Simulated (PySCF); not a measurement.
Does the answer move with the share of exact exchange?

Compound: GeH7NSi.
SMILES: `N[SiH2][GeH3]`

Torsions of this conformer, `[NH2:1][SiH2:2][GeH3:3]`: H–N1–Si2–Ge3 172°, H–N1–Si2–Ge3 -48°.

PySCF, def2-SVPD basis, density fitting, gas phase, PBE0-D3(BJ)/def2-SVP geometry; singlet excitations by full TDDFT with frozen cores, triplets by Tamm–Dancoff TDDFT and ionisation energies by ΔSCF, from the lowest of the holes tried. One functional is left out:

```tsv
functional	exact exchange (%)	HOMO energy (eV)	LUMO energy (eV)	lowest singlet excitation (eV)	lowest triplet excitation (eV)	mean polarisability (au)	vertical ionisation energy (eV)
LDA	0	-6.15	-1.02	5.25	5.00	77.3	9.22
PBE	0	-6.06	-0.87	5.30	5.00	75.4	9.11
B3LYP	20	-7.17	-0.32	5.77	5.43	73.1	9.39
BHandHLYP	50	-8.59	0.62	6.36	5.92	70.1	9.52
```

Predict the row of PBE0 (25 % exact exchange) by straight lines through the other rows, and check it.

```json
{"property": "HOMO energy (eV)", "line": "-7.37", "computed": "-7.38", "computed − line": "-0.01", "B3LYP (20 %), for comparison": "-7.17"}
{"property": "LUMO energy (eV)", "line": "-0.16", "computed": "-0.08", "computed − line": "+0.08", "B3LYP (20 %), for comparison": "-0.32"}
{"property": "lowest singlet excitation (eV)", "line": "5.83", "computed": "5.91", "computed − line": "+0.08", "B3LYP (20 %), for comparison": "5.77"}
{"property": "lowest triplet excitation (eV)", "line": "5.48", "computed": "5.52", "computed − line": "+0.04", "B3LYP (20 %), for comparison": "5.43"}
{"property": "mean polarisability (au)", "line": "73.0", "computed": "72.5", "computed − line": "-0.5", "B3LYP (20 %), for comparison": "73.1"}
{"property": "vertical ionisation energy (eV)", "line": "9.36", "computed": "9.39", "computed − line": "+0.03", "B3LYP (20 %), for comparison": "9.39"}
```
